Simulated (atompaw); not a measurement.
**u(r) = r·R(r): atom against pseudo-atom (tin)**

Columns: radius, all-electron u(r) and pseudo u(r) of the 5p shell (level -6.83 eV) of tin in the configuration [Kr] 4d10 5s2 5p1.5; PBE, scalar-relativistic, PAW (atompaw) scheme, atompaw 4.2.0.5.

| r (bohr) | all-electron | pseudo |
| --- | --- | --- |
| 0.090 | -0.0883 | 0.0025 |
| 0.181 | 0.1176 | 0.0100 |
| 0.271 | 0.1632 | 0.0221 |
| 0.362 | 0.0531 | 0.0390 |
| 0.452 | -0.0931 | 0.0599 |
| 0.542 | -0.2063 | 0.0845 |
| 0.633 | -0.2645 | 0.1127 |
| 0.723 | -0.2686 | 0.1434 |
| 0.813 | -0.2318 | 0.1763 |
| 0.904 | -0.1672 | 0.2112 |
| 0.994 | -0.0880 | 0.2467 |
| 1.085 | -0.0014 | 0.2833 |
| 1.175 | 0.0844 | 0.3193 |
| 1.265 | 0.1666 | 0.3549 |
| 1.356 | 0.2438 | 0.3899 |
| 1.446 | 0.3128 | 0.4232 |
| 1.537 | 0.3748 | 0.4552 |
| 1.627 | 0.4283 | 0.4848 |
| 1.717 | 0.4742 | 0.5121 |
| 1.808 | 0.5135 | 0.5373 |
| 1.898 | 0.5457 | 0.5596 |
| 1.988 | 0.5719 | 0.5791 |
| 2.079 | 0.5927 | 0.5958 |
| 2.169 | 0.6083 | 0.6093 |
| 2.260 | 0.6195 | 0.6197 |
| 2.350 | 0.6265 | 0.6265 |

**Question.** How many radial nodes do the two functions have?

**Answer.** The all-electron 5p function has n − l − 1 = 3; the pseudo-wave has 0, since the states of the same l below it are removed with the core.

**Question.** Is the pseudo-wave norm-conserving?

**Answer.** No, it belongs to a PAW set: the norm inside the radius is not constrained, and the difference is carried by the augmentation charge.
